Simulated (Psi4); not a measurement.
**AlClF2 (SMILES [F][Al]([F])[Cl]): the vertical energy of the triplet above the singlet from total energies**

AlClF2 has 4 atoms, charge 0, and is taken as a singlet. As SMILES, `[F][Al]([F])[Cl]`. Geometry: relaxed at PBE0-D4/def2-TZVP.

Both states at this one shape; open shells run unrestricted unless said. 1 Eh = 27.2114 eV.

| level | program | singlet AlClF2 (Eh) | triplet AlClF2 (Eh) |
| --- | --- | --- | --- |
| B3LYP/def2-SVPD | Psi4 | -902.214443 | -901.956410 |
| DSD-PBEP86/def2-SVPD (density fitting for correlation), 12 core orbitals frozen | Psi4 | -901.266940 | -900.992750 |

Question: Work out the vertical gap, second state less first, at each level.

Answer: 
1. B3LYP/def2-SVPD: -901.956410 − (-902.214443) = 0.258033 Eh = 7.02 eV.
2. DSD-PBEP86/def2-SVPD (density fitting for correlation): -900.992750 − (-901.266940) = 0.274190 Eh = 7.46 eV.

No measured value is set beside it here; the levels span 7.02 to 7.46 eV.
